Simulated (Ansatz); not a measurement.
Reaction (formal exchange of groups at a Te–Si bond): `S[SiH2][TeH]` + `C=O` → `O=C[TeH]` + `[SiH3]S`

Computed with Ansatz on PBE0-D4/def2-TZVP structures; ΔE is electronic, products minus reactants. CBS: MP2 limit from def2 TZ/QZ plus the TZ coupled-cluster correction, frozen cores. This one scheme is used for every species. DFT in def2-TZVPP. def2 core potentials past Kr. For Te outer-core shells are correlated without core-valence functions, which leaves a few kJ/mol of doubt a bond. One conformer a species, not always the lowest.

(1) Is it downhill or uphill in electronic energy at CCSD(T)/CBS, and by how much? (An estimate is asked.)

(2) What do these levels give: PBE-D4, PBE0-D4, r2SCANh, BHLYP, HF/def2-TZVPP, CCSD/CBS(def2)? (An estimate is asked.)

Largest T1 diagnostic among the species: 0.016.

Results:

(1) The calculation gave: Uphill: ΔE = +15.8 kcal/mol.

(2) The calculation gave: PBE-D4 11.3, PBE0-D4 14.7, r2SCANh 12.6, BHLYP 14.8, HF/def2-TZVPP 17.7, CCSD/CBS(def2) 16.8 kcal/mol.

From PBE to PBE0 (25 % exact exchange), in def2-TZVPP and without D4, ΔE moves by +3.5 kcal/mol. The D4 term adds +1.3 kcal/mol with B3LYP and +0.8 kcal/mol with PBE0; it sums over pairs of atoms, weighted by their polarisabilities, and B3LYP, whose exchange is more repulsive, gets the larger term. Leaving LDA and LC-ωPBE aside and taking each functional with its dispersion term where it has one, the values, not all of them listed here, spread over 6.7 kcal/mol, from BLYP-D4 to BHLYP-D4.

B3LYP here is the variant with VWN-RPA as its local correlation; programs differ in this.
